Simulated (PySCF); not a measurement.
Curvature of the energy in the electron number along the second row, charge +2

Calculated with PySCF 2.14, in jorge-DZP-DKH, spin-free X2C: one orbital is emptied in steps, and each cell gives the departure of E from the straight line at half an electron, in eV (from a cubic fit). The exact functional gives zero.

```tsv
species	orbital	LDA	PBE0	BHandHLYP	LC-wPBE	UHF
B²⁺	2s alpha	-1.28	-0.99	-0.76	-0.25	0.00
C²⁺	2s beta	-1.65	-1.22	-0.87	-0.46	0.07
N²⁺	2p alpha	-2.27	-1.64	-1.05	-0.92	0.17
O²⁺	2p alpha	-2.61	-1.85	-1.17	-1.18	0.24
Ne²⁺	2p beta	-2.96	-2.06	-1.27	-1.48	0.45
```

Question: Estimate the missing row, F²⁺.

Answer: The calculation gives LDA -2.94; PBE0 -2.06; BHandHLYP -1.28; LC-wPBE -1.46; UHF 0.32.

Question: How does the mean departure depend on the functional?

Answer: LDA -2.28 eV; PBE0 -1.64 eV; BHandHLYP -1.07 eV; LC-wPBE -0.96 eV; UHF 0.21 eV. Semilocal functionals are convex (delocalisation error), Hartree-Fock is concave or straight, and exact exchange removes curvature roughly in proportion to its share, so among the functionals the range-separated hybrids usually come closest to zero.
